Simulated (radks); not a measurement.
Species: the ytterbium ion Yb+. Configuration: [Xe] 4f14 6s0.5 6p0.5 (fractional occupations, a model configuration). Calculated with a radial shooting solver on a logarithmic mesh with Libxc functionals: Dirac Kohn-Sham, PBE, spin-unpolarised, spherical densities, finite nucleus; open shells fill j = l - 1/2 first; Fermi nuclear charge, rms radius 5.3108 fm.

Unscreened Slater integrals over Kohn-Sham orbitals (hartree). Large and small components are both included. Empty in this configuration: 6p3/2.

\begin{tabular}{lr}
integral & value \\ \hline
F0(6p1/2,6p1/2) & 0.20262 \\
F0(6p1/2,6s1/2) & 0.22337 \\
G1(6p1/2,6s1/2) & 0.14145 \\
F0(6p1/2,4f7/2) & 0.26656 \\
G4(6p1/2,4f7/2) & 0.0069200 \\
F0(6p1/2,4f5/2) & 0.26687 \\
G2(6p1/2,4f5/2) & 0.0075368 \\
F0(6p1/2,6p3/2) & 0.19598 \\
G2(6p1/2,6p3/2) & 0.10526 \\
F0(6s1/2,6s1/2) & 0.25540 \\
F0(6s1/2,4f7/2) & 0.33310 \\
G3(6s1/2,4f7/2) & 0.012368 \\
F0(6s1/2,4f5/2) & 0.33362 \\
G3(6s1/2,4f5/2) & 0.011715 \\
F0(6s1/2,6p3/2) & 0.21379 \\
G1(6s1/2,6p3/2) & 0.12361 \\
F0(4f7/2,4f7/2) & 1.2004 \\
F2(4f7/2,4f7/2) & 0.55171 \\
F4(4f7/2,4f7/2) & 0.34281 \\
F6(4f7/2,4f7/2) & 0.24574 \\
F0(4f7/2,4f5/2) & 1.2149 \\
F2(4f7/2,4f5/2) & 0.55951 \\
F4(4f7/2,4f5/2) & 0.34786 \\
G2(4f7/2,4f5/2) & 0.55787 \\
G4(4f7/2,4f5/2) & 0.34689 \\
G6(4f7/2,4f5/2) & 0.24873 \\
F0(4f7/2,6p3/2) & 0.25089 \\
F2(4f7/2,6p3/2) & 0.025458 \\
G2(4f7/2,6p3/2) & 0.0070026 \\
G4(4f7/2,6p3/2) & 0.0061408 \\
F0(4f5/2,4f5/2) & 1.2297 \\
F2(4f5/2,4f5/2) & 0.56763 \\
F4(4f5/2,4f5/2) & 0.35314 \\
F0(4f5/2,6p3/2) & 0.25117 \\
F2(4f5/2,6p3/2) & 0.024687 \\
G2(4f5/2,6p3/2) & 0.0066913 \\
G4(4f5/2,6p3/2) & 0.0058837 \\
F0(6p3/2,6p3/2) & 0.19017 \\
F2(6p3/2,6p3/2) & 0.10350 \\
\end{tabular}
